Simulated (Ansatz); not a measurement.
Breaking the C4–H5 bond in CH4OPb (SMILES C[O][PbH]) (multiplicity 1 held, fragments rigid). Energies count from the point at 1.096 Å.
Geometry at that point (charge 0, multiplicity 1):
```xyz
7

Pb    -0.1809    -0.2465     0.3404
H     -1.2280    -0.7418    -1.1382
O      1.0053     1.0693    -0.7791
C      0.8971     1.3487    -2.1557
H      0.7105     2.4184    -2.3063
H      1.8370     1.1000    -2.6624
H      0.0880     0.7879    -2.6394
```

Signs of static correlation in def2-TZVPP, with CASSCF(2,2), from Ansatz (a first-principles code) runs.

```tsv
R (Å)	T1 of restricted CCSD	largest double amplitude of restricted CCSD	weight of the CASSCF reference in MRCISD	CASSCF natural occupations
0.877	0.020	0.043	0.884	1.99 0.01
0.987	0.020	0.043	0.883	1.99 0.01
1.096	0.020	0.043	0.883	1.98 0.02
1.206	0.020	0.043	0.883	1.97 0.03
1.316	0.020	0.043	0.883	1.96 0.04
1.480	0.021	0.042	0.882	1.94 0.06
1.645	0.022	0.053	0.882	1.91 0.09
1.919	0.026	0.135	0.882	1.83 0.17
2.193	0.033	0.213	0.882	1.72 0.28
2.522	[?]	0.274	0.882	1.55 0.45
2.960	[?]	0.415	0.882	1.34 0.66
3.508	0.098	0.380	0.882	1.16 0.84
```

Fill in the missing entries.


- 2.522, T1 of restricted CCSD: 0.048
- 2.960, T1 of restricted CCSD: 0.072

Doubts at one or more of the structures used: a restricted determinant that unrestricted orbitals would lower (R-CCSD(T)/def2-TZVPP); other coupled-cluster roots lie near (R-CCSD(T)/def2-TZVPP); T1 above 0.05 (R-CCSD(T)/def2-TZVPP); a spin-contaminated determinant (U-CCSD(T)/def2-TZVPP).
